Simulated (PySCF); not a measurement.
# Working out the ionisation energy of Cd²⁺

Cd²⁺ [Kr] 4d10 (1S) → Cd³⁺ [Kr] 4d9 (2D). Computed with PySCF 2.14 in def2-QZVPPD with the def2 core potential (28 electrons), with scalar relativity through the core potential. Frozen: 4s2 4p6. Energies in hartree (1 hartree = 27.21139 eV):

| part | Cd²⁺ (lower) | Cd³⁺ (upper) |
| --- | --- | --- |
| UHF | -166.042575 | -164.722011 |
| CCSD correlation | -0.356356 | -0.294817 |
| (T) | -0.010801 | -0.007278 |

Question: What does Hartree-Fock give?

Answer: (-164.722011) − (-166.042575) = 1.320564 hartree = 35.934 eV.

Question: What do CCSD and CCSD(T) give?

Answer: The CCSD correlation energies differ by 0.061539 hartree = 1.675 eV and the triples by 0.003523 hartree = 0.096 eV, so CCSD gives 37.609 eV and CCSD(T) 37.705 eV.

Reference: 37.468 ± 0.006 eV (measured; NIST Atomic Spectra Database, ionization energies), between the lowest levels; spin-orbit coupling is absent from the calculation.

What remains against the reference includes basis incompleteness, the frozen core and higher excitations.
